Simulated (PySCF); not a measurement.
C4H10O, SMILES CCOCC, GFN2-xTB optimised geometry.

```
15

C      1.12    -1.65    -0.98
C      1.26    -0.69     0.21
O      0.66     0.57     0.00
C     -0.75     0.57     0.00
C     -1.23     2.01     0.00
H      1.74    -2.53    -0.80
H      1.45    -1.16    -1.89
H      0.09    -1.97    -1.11
H      0.84    -1.16     1.11
H      2.31    -0.47     0.38
H     -1.12     0.04     0.89
H     -1.14     0.05    -0.89
H     -2.31     2.05     0.00
H     -0.85     2.52    -0.88
H     -0.85     2.53     0.88
```

Density from B3LYP/def2-TZVP in PySCF at that geometry.

Minimum of the electron density along straight lines between bonded atoms, close to the bond critical point (lines longer than 1.1 times the sum of covalent radii, or with two minima, are not listed):

| bond | length / Å | ρ at the minimum / e bohr⁻³ | ∇²ρ there / e bohr⁻⁵ | position (fraction from the first atom) |
|---|---|---|---|---|
| C1–C2 | 1.529 | 0.250 | -0.63 | 0.50 |
| C2–O3 | 1.407 | 0.267 | -0.61 | 0.36 |
| O3–C4 | 1.412 | 0.265 | -0.62 | 0.64 |
| C4–C5 | 1.521 | 0.254 | -0.66 | 0.51 |
| C1–H6 | 1.086 | 0.280 | -0.96 | 0.64 |
| C1–H7 | 1.087 | 0.281 | -0.97 | 0.64 |
| C1–H8 | 1.087 | 0.281 | -0.97 | 0.64 |
| C2–H9 | 1.102 | 0.280 | -0.97 | 0.64 |
| C2–H10 | 1.093 | 0.287 | -1.03 | 0.64 |
| C4–H11 | 1.102 | 0.280 | -0.97 | 0.64 |
| C4–H12 | 1.100 | 0.282 | -0.99 | 0.64 |
| C5–H13 | 1.087 | 0.281 | -0.97 | 0.64 |
| C5–H14 | 1.086 | 0.282 | -0.97 | 0.64 |
| C5–H15 | 1.087 | 0.282 | -0.98 | 0.64 |
